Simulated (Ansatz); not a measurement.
Start from `O=CC(F)(F)[SiH3]` and change one atom or group to get `O=CC(F)(F)Cl`.

Ansatz, PBE0-D4/def2-TZVP geometries, multiplicity 1. Each molecule was computed in one conformer, which needn't be the lowest.

```csv
property,`O=CC(F)(F)[SiH3]`
LUMO energy (PBE0/def2-TZVPP) / eV,-1.87
LUMO energy (B3LYP/def2-TZVPP) / eV,-2.15
size of the dipole moment (B3LYP/def2-TZVPP) / D,2.49
HOMO energy (PBE/def2-TZVPP) / eV,-6.39
HOMO energy (ωB97M-V/def2-TZVPP) / eV,-10.34
HOMO energy (PBE0/def2-TZVPP) / eV,-7.99
```

(1) What does the change do to each property? (Estimate.)

## Answers

(1) The calculation gave: 
| property | `O=CC(F)(F)Cl` | shift |
| --- | --- | --- |
| LUMO energy (PBE0/def2-TZVPP) / eV | -2.07 | -0.20 |
| LUMO energy (B3LYP/def2-TZVPP) / eV | -2.35 | -0.20 |
| size of the dipole moment (B3LYP/def2-TZVPP) / D | 1.77 | -0.72 |
| HOMO energy (PBE/def2-TZVPP) / eV | -6.94 | -0.55 |
| HOMO energy (ωB97M-V/def2-TZVPP) / eV | -10.99 | -0.65 |
| HOMO energy (PBE0/def2-TZVPP) / eV | -8.60 | -0.61 |

With PBE0 the HOMO falls by 0.61 eV and the LUMO falls by 0.20 eV, so the gap widens by about 0.41 eV. PBE moves the HOMO by -0.55 eV and ωB97M-V by -0.65 eV. Dipoles are sizes alone; their direction can turn.

B3LYP here is the variant with VWN-RPA as its local correlation; programs differ in this.
